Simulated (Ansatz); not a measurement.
Total energies of the cluster Sn2O2⁻ from Ansatz at PBE0-D4/def2-TZVPD, gas phase (1 Eh = 27.2114 eV = 2625.5 kJ/mol). The reference geometry is relaxed at r2SCAN-D4/def2-SVPD.

```
atom    x (Å)    y (Å)    z (Å)
 Sn1  -0.0965  -0.1354   1.5425
 Sn2   0.0965   0.1356  -1.5424
  O3  -0.0764   1.3500   0.1138
  O4   0.0765  -1.3502  -0.1139
```

| state | geometry | energy (Eh) |
| --- | --- | --- |
| charge -1 doublet | reference | -579.10273 |
| charge 0 singlet | reference | -579.07164 |
| charge -1 quartet | relaxed at r2SCAN-D4/def2-SVPD | -579.01302 |

In the def2 sets Sn takes a core potential; there is no spin–orbit coupling.

Question: Work out the vertical ionisation energy to the singlet.

Answer: E(charge 0 singlet) − E(charge -1 doublet) = -579.07164 − (-579.10273) = 0.03109 Eh = 0.85 eV. For comparison, −ε of the highest occupied level of the spin that leaves is -0.70 eV at this level, 1.55 eV less.

Question: Which of the charge -1 states is lowest, and how far above it are the others?

Answer: The doublet. quartet: -579.01302 − (-579.10273) = 0.08971 Eh = 235.5 kJ/mol.

At PBE0-D4/def2-TZVPD the highest occupied level of the charge -1 doublet lies above zero (up to 0.70 eV). By energy differences its removal costs 0.85 eV (vertical, to the charge 0 singlet, at PBE0-D4/def2-TZVPD); a positive level beside a positive removal energy at the same level points to self-interaction error. At PBE0-D4/def2-TZVPD the highest occupied level of the charge -1 quartet lies above zero (up to 0.40 eV). It is a level of α spin, whose loss leaves a triplet; that state wasn't run at this geometry and level. The electron is either unbound and held by the finite basis, or the level is raised by self-interaction error. 

The structure comes from a short search, and lower isomers may exist.
